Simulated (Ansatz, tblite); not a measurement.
Forces on Ge₃Sb₂⁻ at its r2SCAN-D4/def2-SVPD geometry. Charge -1, multiplicity 2.

In the def2 sets Sb takes a core potential; there is no spin–orbit coupling. The xTB rows come from tblite. At PBE-D4/def2-TZVPD the highest occupied level of the charge -1 doublet lies above zero (up to 0.34 eV). The electron is either unbound and held by the finite basis, or the level is raised by self-interaction error. Another isomer (doublet) lies 0.03 eV lower at PBE0-D4/def2-TZVPD; other spin states weren't run for this one.

GFN1-xTB (tblite), largest force 1.80 eV/Å:

```xyz
5
positions Å, forces eV/Å
Sb   -1.351   -1.201    0.223    1.108    1.039   -0.128
Sb    0.867   -0.451   -1.395   -0.654    0.605    1.324
Ge   -1.285    1.285   -0.896    1.112   -1.144    0.831
Ge    0.641    1.379    0.722   -0.530   -1.400   -0.862
Ge    1.127   -1.011    1.346   -1.035    0.899   -1.165
```

GFN2-xTB (tblite), largest force 1.19 eV/Å:

```
Sb 0.726 0.486 -0.284
Sb -0.664 0.239 0.959
Ge 0.451 -0.728 0.248
Ge 0.029 -0.214 -0.249
Ge -0.541 0.216 -0.674
```

PBE-D4/def2-TZVPD (Ansatz), largest force 0.23 eV/Å:

```
Sb -0.053 -0.032 0.024
Sb 0.033 -0.022 -0.058
Ge -0.148 0.086 -0.146
Ge 0.051 0.132 0.080
Ge 0.116 -0.165 0.099
```
